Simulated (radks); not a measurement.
Values are calculated unless marked as measured or tabulated.
Excited configurations of the selenium ion Se3+: one electron is placed in a higher orbital outside [Ar] 3d10 4s2. The ground configuration is [Ar] 3d10 4s2 4p1. Level of theory: scalar-relativistic Kohn-Sham, r2SCAN, spin-polarised, spherical densities, finite nucleus; open shells are filled with parallel spins first; meta-GGA in the generalised Kohn-Sham scheme; Fermi nuclear charge, rms radius 4.14 fm (a radial shooting solver on a logarithmic mesh with Libxc functionals). Excitation = E - E(ground); binding = E(ion) - E, where the ion is the core of charge +4; n* = 4/sqrt(2 binding) in atomic units, and the quantum defect is n - n*.

outer orbital,excitation (eV),binding (eV),n*,eigenvalue (eV),<r> (bohr)
4d,17.881,24.629,2.973,-20.971,2.616
5p,22.997,19.513,3.340,-17.592,4.068
5f,33.427,9.083,4.896,-7.970,7.410
6s,29.228,13.281,4.049,-12.071,6.217
6p,30.998,11.511,4.349,-10.419,6.964
6d,33.703,8.806,4.972,-7.869,8.665
6f,36.175,6.335,5.862,-5.647,11.38
7d,36.385,6.125,5.962,-5.509,12.77

The Delta-SCF ionisation energy is 42.509 eV (NIST Atomic Spectra Database: 42.947 eV, measured). Self-interaction in the functional shifts the binding energies and quantum defects, so they are the method's values and not measured ones. Open shells are spherical and high-spin; term and fine-structure splittings are not resolved.
